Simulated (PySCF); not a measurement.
# Br: ionisation energy

Br [Ar] 3d10 4s2 4p5 (2P) → Br⁺ [Ar] 3d10 4s2 4p4 (3P), as a difference of total energies. Calculation: PySCF 2.14, in aug-cc-pVTZ-DK (7s6p4d2f, 59 functions); scalar relativity by spin-free X2C-1e. Correlated levels: valence: [Ar] 3d10 frozen. The calculations carry no spin-orbit coupling.

```csv
method,ionisation energy (eV),error (eV)
UHF,10.717,-1.127
LDA,12.073,+0.229
PBE,11.788,-0.056
PBE0,11.794,-0.050
r2SCAN,11.852,+0.008
B2PLYP,11.745,-0.099
M06,11.621,-0.223
BHandHLYP,11.754,-0.090
wB97X,11.840,-0.004
MP2 (valence),11.570,-0.274
SCS-MP2 (valence),11.570,-0.274
```

Reference: 11.844 eV (measured; NIST levels, between the centres of gravity of the two terms).

Errors of the correlated levels include the incompleteness of this basis and the frozen core.
